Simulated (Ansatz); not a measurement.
`[SiH3][O][Zn][Cl]` + H–F → `[F][Zn][Cl]` + `O[SiH3]` at 600 K and 1 bar (ligand exchange at a Zn–O bond).

Gas-phase electronic energies from Ansatz, PBE0-D4/def2-TZVP geometries. CBS: MP2 limit from def2 TZ/QZ plus the TZ coupled-cluster correction, frozen cores. This one scheme is used for every species. For Zn outer-core shells are correlated without core-valence functions, which leaves a few kJ/mol of doubt a bond. Scalar relativity is left out up to krypton. One conformer a species, not always the lowest.

```json
{"species": "`[SiH3][O][Zn][Cl]`", "CCSD(T)/CBS energy (Eh)": "-2604.33020", "H − E (kJ/mol)": "131.9", "S (J/(mol·K))": "436.5"}
{"species": "H–F", "CCSD(T)/CBS energy (Eh)": "-100.39570", "H − E (kJ/mol)": "42.3", "S (J/(mol·K))": "194.0"}
{"species": "`[F][Zn][Cl]`", "CCSD(T)/CBS energy (Eh)": "-2338.03728", "H − E (kJ/mol)": "39.0", "S (J/(mol·K))": "311.0"}
{"species": "`O[SiH3]`", "CCSD(T)/CBS energy (Eh)": "-366.69042", "H − E (kJ/mol)": "135.7", "S (J/(mol·K))": "307.9"}
```

H − E and S are ideal-gas, rigid-rotor, harmonic terms from PBE0-D4/def2-TZVP, for one conformer and one mirror image of each species. 1 Eh = 2625.50 kJ/mol, R = 8.31446 J/(mol·K).

Task: By hand: ΔE, ΔH, ΔS and ΔG.

Result: ΔE = (-2338.03728) + (-366.69042) − (-2604.33020) − (-100.39570) = -0.00180 Eh = -4.7 kJ/mol. Δ(H − E) = 39.0 + 135.7 − 131.9 − 42.3 = 0.5, so ΔH = -4.2 kJ/mol. ΔS = 311.0 + 307.9 − 436.5 − 194.0 = -11.6 J/(mol·K). ΔG = -4.2 − 600 × (-11.6)/1000 = 2.8 kJ/mol.

Task: By hand: the equilibrium constant, and the temperature at which ΔG would vanish if ΔH and ΔS stayed fixed.

Result: log₁₀ K = −ΔG/(RT ln 10) = -0.2. ΔG = 0 at ΔH/ΔS = 362 K, though so small a ΔH makes that figure unsure.

TΔS isn't small against ΔH here. The sign of ΔG lies within the doubt. A doubt of 5 kJ/mol in ΔE shifts log₁₀ K by 0.4 here. Other conformers and mirror images would add mixing entropy, several J/(mol·K) or more a flexible species. Modes under 60 cm⁻¹, often nearly free rotors, make the harmonic entropy too high. These are equilibria of isolated gas molecules and say nothing of rates. Largest T1 diagnostic: 0.016 (customary marks: 0.02 for closed shells, 0.045 for open ones).
